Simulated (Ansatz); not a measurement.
`[PH2][GeH2][SH]` + `N[SiH3]` → `[SiH3]NP` + `[SH][GeH3]` at 600 K and 1 bar (cleavage of the P–Ge bond).

Computed with Ansatz on PBE0-D4/def2-TZVP structures; ΔE is electronic, products minus reactants. CCSD(T)/CBS adds triple-zeta CCSD(T) − MP2 to the extrapolated MP2 energy (def2 sets, frozen cores). This one scheme is used for every species. For Ge outer-core shells are correlated without core-valence functions, which leaves a few kJ/mol of doubt a bond. Scalar relativity is left out up to krypton. Each species was taken in one conformer, which may not be the lowest.

```csv
species,CCSD(T)/CBS energy (Eh),H − E (kJ/mol),S (J/(mol·K))
`[PH2][GeH2][SH]`,-2817.85197,167.2,419.8
`N[SiH3]`,-346.80422,170.6,320.8
`[SiH3]NP`,-688.33766,207.0,392.4
`[SH][GeH3]`,-2476.30083,123.6,342.5
```

H − E and S are ideal-gas, rigid-rotor, harmonic terms from PBE0-D4/def2-TZVP, for one conformer and one mirror image of each species. 1 Eh = 2625.50 kJ/mol, R = 8.31446 J/(mol·K).

Task: By hand: ΔE, ΔH, ΔS and ΔG.

Result: ΔE = (-688.33766) + (-2476.30083) − (-2817.85197) − (-346.80422) = 0.01770 Eh = 46.5 kJ/mol. Δ(H − E) = 207.0 + 123.6 − 167.2 − 170.6 = -7.2, so ΔH = 39.3 kJ/mol. ΔS = 392.4 + 342.5 − 419.8 − 320.8 = -5.7 J/(mol·K). ΔG = 39.3 − 600 × (-5.7)/1000 = 42.7 kJ/mol.

Task: By hand: the equilibrium constant, and the temperature at which ΔG would vanish if ΔH and ΔS stayed fixed.

Result: log₁₀ K = −ΔG/(RT ln 10) = -3.7. ΔH and −TΔS have one sign here, so there is no such temperature. One of them is within its doubt of zero, so this could turn.

The number of gas molecules stays the same, so ΔS is small and ΔH decides. A doubt of 5 kJ/mol in ΔE shifts log₁₀ K by 0.4 here. Other conformers and mirror images would add mixing entropy, several J/(mol·K) or more a flexible species. These are equilibria of isolated gas molecules and say nothing of rates. Largest T1 diagnostic: 0.012 (customary marks: 0.02 for closed shells, 0.045 for open ones).
